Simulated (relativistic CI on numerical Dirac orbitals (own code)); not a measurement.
Hyperfine structure of Sb22+, mass number 123

Calculated at this level of theory: Dirac-Coulomb-Breit CI, KLI orbitals optimised for each configuration, model QED (radiative potential, 1s self-energy scaled to tabulated hydrogen-like ionisation energies), unscaled Slater integrals (own radial code, finite nucleus).

Configurations in the expansion (outside the closed core [Ar]): 3d¹⁰4s, 3d¹⁰4p, 3d¹⁰4d, 3d¹⁰4f, 3d¹⁰5s, 3d¹⁰5p, 3d¹⁰5d, 3d¹⁰5f, 3d¹⁰5g, 3d¹⁰6s, 3d⁹4p², 3d¹⁰6p, 3d¹⁰6d, 3d⁹4s², 3d⁸4s4p², 3d¹⁰6f. Levels of other configurations are missing.

Nuclear spin I = 7/2, μ = 2.5457 μN, Q = -0.692 b (tables of Stone and Pyykkö). The electronic factors are computed for point nuclear moments, without core polarisation or the Bohr-Weisskopf and QED corrections.

```json
{"Level": "3d¹⁰4s ²S1/2", "E (eV)": "0.000", "A (GHz)": "193.3", "B (GHz)": ""}
{"Level": "3d¹⁰4p ²P°1/2", "E (eV)": "46.945", "A (GHz)": "57.15", "B (GHz)": ""}
{"Level": "3d¹⁰4p ²P°3/2", "E (eV)": "60.024", "A (GHz)": "8.991", "B (GHz)": "-16.5"}
{"Level": "3d¹⁰4d ²D3/2", "E (eV)": "136.389", "A (GHz)": "4.112", "B (GHz)": "-2.52"}
{"Level": "3d¹⁰4d ²D5/2", "E (eV)": "138.898", "A (GHz)": "1.706", "B (GHz)": "-3.36"}
{"Level": "3d¹⁰4f ²F°5/2", "E (eV)": "219.438", "A (GHz)": "0.676", "B (GHz)": "-0.664"}
{"Level": "3d¹⁰4f ²F°7/2", "E (eV)": "219.712", "A (GHz)": "0.3732", "B (GHz)": "-0.766"}
{"Level": "3d¹⁰5s ²S1/2", "E (eV)": "291.806", "A (GHz)": "85.74", "B (GHz)": ""}
```

Levels with J = 0, under 50 % of one LS term, or S terms without an open s electron are left out. Small factors come from cancelling terms and can be off by tens of per cent or more.

At this charge energies of transitions that change n are usually good to better than 1 %, and those within a shell (Δn = 0) to a few per cent.

Give the hyperfine levels of 3d¹⁰4s ²S1/2 relative to its centre of gravity.

With K = F(F + 1) − I(I + 1) − J(J + 1), E = AK/2: F = 3: -434.9, F = 4: 338.2 GHz.

LS names give the leading component of a level, which can be under half, so a name can repeat, a term be missing and a line seem to break the LS rules.
